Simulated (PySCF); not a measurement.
SMILES N(B(O)O)[SiH2]N (H7BN2O2Si), CAM-B3LYP/def2-SVP optimised geometry.

```
13

Si     0.88     1.11     0.00
N      2.36     0.57     0.71
N     -0.20    -0.26     0.00
B     -1.63    -0.26     0.00
O     -2.39    -1.40     0.00
O     -2.29     0.94     0.00
H      0.19     2.22     0.70
H      1.28     1.57    -1.36
H      3.25     0.92     0.35
H      2.43     0.36     1.70
H      0.27    -1.15    -0.08
H     -1.88    -2.22     0.02
H     -3.25     0.81     0.02
```

Density from CAM-B3LYP/def2-TZVP (PySCF 2.14.0) at that geometry.

Minimum of the electron density along straight lines between bonded atoms, close to the bond critical point (lines longer than 1.1 times the sum of covalent radii, or with two minima, are not listed):

| bond | length / Å | ρ at the minimum / e bohr⁻³ | ∇²ρ there / e bohr⁻⁵ | position (fraction from the first atom) |
|---|---|---|---|---|
| Si1–N2 | 1.728 | 0.132 | (withheld) | 0.40 |
| Si1–N3 | 1.744 | 0.129 | 0.49 | 0.40 |
| N3–B4 | 1.427 | 0.207 | 0.37 | 0.67 |
| B4–O5 | 1.374 | 0.205 | 0.84 | 0.33 |
| B4–O6 | 1.365 | 0.212 | 0.83 | 0.33 |
| Si1–H7 | 1.487 | 0.125 | 0.12 | 0.49 |
| Si1–H8 | 1.492 | 0.123 | 0.13 | 0.49 |
| N2–H9 | 1.013 | 0.331 | -1.60 | 0.74 |
| N2–H10 | 1.014 | 0.331 | -1.59 | 0.74 |
| N3–H11 | 1.015 | 0.330 | -1.55 | 0.73 |
| O5–H12 | 0.961 | 0.358 | -2.43 | 0.81 |
| O6–H13 | 0.963 | 0.356 | -2.43 | 0.81 |

Task: Complete the blanks.

Result: 
- Si1–N2, ∇²ρ there / e bohr⁻⁵: 0.53
